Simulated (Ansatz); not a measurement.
A search over several starts for the lowest SCF solution of the cluster Ge2S2 at the given spin, in a small basis.

```yaml
crystal:
  periodic: [false, false, false]
  atoms:
    - {symbol: Ge, position_ang: [-1.218162, 0.892344, -0.059032]}
    - {symbol: Ge, position_ang: [1.190917, -0.834473, -0.411164]}
    - {symbol: S, position_ang: [-0.959697, -1.363678, 0.127202]}
    - {symbol: S, position_ang: [0.986942, 1.305807, 0.342984]}
basis:
  gaussian: {orbitals: def2-SVP}
magnetization: {spin_polarized: true, initial_magnetization: 0}
hamiltonian: {xc: pbe0, dispersion: d4}
output: {orbitals: {seedname: orbitals}}
```

```sh
$ ansatz run in.yaml --threads 4 --pin off --events-out ev --progress --plain --max-ram 4787MiB
```

Output, abridged:

```
Functional definition: PBE0
942 factors; integrals over basis functions are off by at most 5.4e-4 eV
mean field evaluation 1: about -134665.5828 eV, gradient 1.8e1 eV
mean field evaluation 2: about -134663.2453 eV, gradient 2.7e1 eV
mean field evaluation 4: about -134667.1991 eV, gradient 6.5e-1 eV
mean field evaluation 8: about -134667.2072 eV, gradient 3.3e-3 eV
mean field evaluation 16: about -134666.0642 eV, gradient 4.2e0 eV
mean field -134667.20715508 eV, -4948.9285822378 hartree, gradient 6.1e-6 eV, S^2 0.000000; 1 other end points of the search recorded, 0 dependent functions left out
reference -134667.20717565 eV, -4948.9285829937 hartree; 48, 48 occupied and 52, 52 virtual orbitals, 942 factors
Total energy: -134667.41108795 eV, -4948.9360766326 hartree
```

Hardware: 4 threads of Arm Neoverse V1 on a shared host. Wall time 2.1 s.

The structure comes from a short search, and lower isomers may exist.
